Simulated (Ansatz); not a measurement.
`C=CN([SiH2]Cl)[SiH2]Cl` + `C=CNC` → `C=CN(C)[SiH2]Cl` + `C=CN[SiH2]Cl`  (ligand exchange at the Si–N bond)

Computed with Ansatz on PBE0-D4/def2-TZVP structures; ΔE is electronic, products minus reactants. CBS: MP2 limit from def2 TZ/QZ plus the TZ coupled-cluster correction, frozen cores. DFT in def2-TZVPP. Each species was taken in one conformer, which may not be the lowest.

`C=CN([SiH2]Cl)[SiH2]Cl`:

Cartesian coordinates in Å:
```
C -1.215 -1.661 -0.819
C -0.359 -1.210 0.091
N 0.131 0.105 0.201
Si -0.092 1.246 -1.083
Cl -2.020 1.952 -1.163
Si 1.073 0.507 1.594
Cl 3.044 -0.027 1.360
H -1.504 -2.702 -0.808
H -1.658 -1.030 -1.581
H 0.025 -1.895 0.843
H 0.193 0.613 -2.386
H 0.794 2.391 -0.790
H 1.026 1.969 1.791
H 0.562 -0.258 2.750
```

`C=CNC`:

Z-matrix (Å, degrees):
```
C
N 1 1.442
H 1 1.092 2 109.3
H 1 1.099 2 113.8 3 -120.7
H 1 1.091 2 109.7 3 117.7
C 2 1.375 1 119.3 3 50.6
H 2 1.009 1 114.4 3 -169.0
C 6 1.334 2 127.0 1 151.7
H 6 1.088 2 113.2 1 -31.2
H 8 1.085 6 122.1 2 -3.4
H 8 1.081 6 120.2 2 175.0
```

`C=CN(C)[SiH2]Cl`:

Z-matrix (Å, degrees):
```
C
N 1 1.447
H 1 1.091 2 109.9
H 1 1.095 2 110.4 3 -119.4
H 1 1.096 2 111.5 3 120.2
C 2 1.385 1 117.3 3 178.0
Si 2 1.715 1 120.3 3 -13.3
C 6 1.333 2 126.7 1 -0.7
H 6 1.087 2 113.7 1 -179.9
Cl 7 2.063 2 113.2 1 -76.7
H 7 1.478 2 108.6 1 40.7
H 7 1.477 2 107.9 1 164.8
H 8 1.081 6 119.4 2 -178.5
H 8 1.082 6 123.1 2 1.4
```

`C=CN[SiH2]Cl`:

```xyz
11

C     1.689    1.254    0.538
C     0.514    0.823    0.087
N     0.173   -0.494   -0.182
Si   -1.408   -1.064   -0.505
Cl   -2.558   -1.344    1.184
H     1.857    2.310    0.693
H     2.505    0.574    0.759
H    -0.283    1.533   -0.120
H     0.902   -1.163    0.025
H    -1.284   -2.382   -1.161
H    -2.108   -0.048   -1.318
```

| level | ΔE (eV) |
| --- | --- |
| BHLYP | -0.22 |
| RPA@PBE/def2-TZVPP | -0.14 |

Task: What does CCSD(T)/CBS give? (An estimate is asked.)

Result: Ansatz gave: -0.17 eV. The listed levels differ from it by -0.05, 0.03 eV.

Largest T1 diagnostic among the species: 0.011.

The D4 term adds +0.06 eV with B3LYP and +0.03 eV with PBE0; it sums over pairs of atoms, weighted by their polarisabilities, and B3LYP, whose exchange is more repulsive, gets the larger term. At CCSD(T), def2-SVP lies +0.03 eV from the extrapolated value and def2-TZVPP +0.00 eV. Leaving LDA and LC-ωPBE aside and taking each functional with its dispersion term where it has one, the values, not all of them listed here, spread over 0.05 eV, from B2PLYP to revPBE-D4.

B3LYP here is the variant with VWN-RPA as its local correlation; programs differ in this.
